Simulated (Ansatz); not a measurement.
`OC[SiH2]F` + `BO` → `BO[SiH2]F` + CH₃OH at 298.15 K and 1 bar (ligand exchange at the Si–C bond).

Program: Ansatz. Geometries: PBE0-D4/def2-TZVP. ΔE: electronic, gas phase. CCSD(T)/CBS adds triple-zeta CCSD(T) − MP2 to the extrapolated MP2 energy (def2 sets, frozen cores). This one scheme is used for every species. Each species was taken in one conformer, which may not be the lowest.

| species | CCSD(T)/CBS energy (Eh) | H − E (kJ/mol) | S (J/(mol·K)) |
| --- | --- | --- | --- |
| `OC[SiH2]F` | -505.15298 | 180.1 | 314.4 |
| `BO` | -101.80414 | 103.5 | 230.4 |
| `BO[SiH2]F` | -491.38453 | 138.7 | 314.2 |
| CH₃OH | -115.61712 | 146.3 | 238.2 |

H − E and S are ideal-gas, rigid-rotor, harmonic terms from PBE0-D4/def2-TZVP, for one conformer and one mirror image of each species. 1 Eh = 2625.50 kJ/mol, R = 8.31446 J/(mol·K).

By hand: ΔE, ΔH, ΔS and ΔG.

ΔE = (-491.38453) + (-115.61712) − (-505.15298) − (-101.80414) = -0.04453 Eh = -116.9 kJ/mol. Δ(H − E) = 138.7 + 146.3 − 180.1 − 103.5 = 1.4, so ΔH = -115.5 kJ/mol. ΔS = 314.2 + 238.2 − 314.4 − 230.4 = 7.6 J/(mol·K). ΔG = -115.5 − 298.15 × (7.6)/1000 = -117.8 kJ/mol.

By hand: the equilibrium constant, and the temperature at which ΔG would vanish if ΔH and ΔS stayed fixed.

log₁₀ K = −ΔG/(RT ln 10) = 20.6. ΔH and −TΔS have one sign here, so there is no such temperature.

The number of gas molecules stays the same, so ΔS is small and ΔH decides. A doubt of 5 kJ/mol in ΔE shifts log₁₀ K by 0.9 here. Other conformers and mirror images would add mixing entropy, several J/(mol·K) or more a flexible species. Modes under 60 cm⁻¹, often nearly free rotors, make the harmonic entropy too high. These are equilibria of isolated gas molecules and say nothing of rates. Largest T1 diagnostic: 0.014 (customary marks: 0.02 for closed shells, 0.045 for open ones).

ΔS is within the doubt of such terms, so its sign, and with it that verdict, could turn.
